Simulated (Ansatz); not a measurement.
**CH6GeO (SMILES C[O][GeH3]): the vertical energy of the triplet above the singlet, rung by rung**

CH6GeO has 9 atoms, charge 0, and is taken as a singlet. SMILES: `C[O][GeH3]`. The shape is that of a PBE0-D4/def2-TZVP optimisation.

Quantity: the vertical energy of the triplet above the singlet, in eV. The values are calculated.

```json
{"level": "SVWN5/cc-pVDZ", "kind": "LDA", "program": "Ansatz", "value (eV)": "5.79", "less CCSD(T)/cc-pVDZ": "-0.86", "CPU time (all runs)": "12 s"}
{"level": "revPBE/cc-pVDZ", "kind": "GGA", "program": "Ansatz", "value (eV)": "5.91", "less CCSD(T)/cc-pVDZ": "-0.74", "CPU time (all runs)": "20 s"}
{"level": "r2SCAN/cc-pVDZ", "kind": "meta-GGA", "program": "Ansatz", "value (eV)": "6.05", "less CCSD(T)/cc-pVDZ": "-0.60", "CPU time (all runs)": "40 s"}
{"level": "CAM-B3LYP/cc-pVDZ", "kind": "range-separated hybrid", "program": "Ansatz", "value (eV)": "6.42", "less CCSD(T)/cc-pVDZ": "-0.23", "CPU time (all runs)": "28 s"}
{"level": "wB97X/cc-pVDZ", "kind": "range-separated hybrid", "program": "Ansatz", "value (eV)": "6.64", "less CCSD(T)/cc-pVDZ": "-0.01", "CPU time (all runs)": "98 s"}
{"level": "RPA@PBE0/cc-pVDZ", "kind": "RPA", "program": "Ansatz", "value (eV)": "6.65", "less CCSD(T)/cc-pVDZ": "0.00", "CPU time (all runs)": "36 s"}
{"level": "CCSD(T)/cc-pVDZ", "kind": "coupled cluster or CI", "program": "Ansatz", "value (eV)": "6.65", "less CCSD(T)/cc-pVDZ": "0.00", "CPU time (all runs)": "96 s"}
{"level": "CCSD/cc-pVDZ", "kind": "coupled cluster or CI", "program": "Ansatz", "value (eV)": "6.69", "less CCSD(T)/cc-pVDZ": "+0.04", "CPU time (all runs)": "74 s"}
```

CCSD(T)/cc-pVDZ is the highest level here, not the true value. All-electron rows without a relativistic Hamiltonian named are non-relativistic. The values span 5.79 to 6.69 eV. A triplet this far above the singlet is often a Rydberg-like or dissociative state; sets without diffuse functions put Rydberg states too high. In the correlated wave-function rows the outer d shell of Ge is correlated, in sets not made for it. CPU times are rough (shared hosts, several kinds of processor and program).
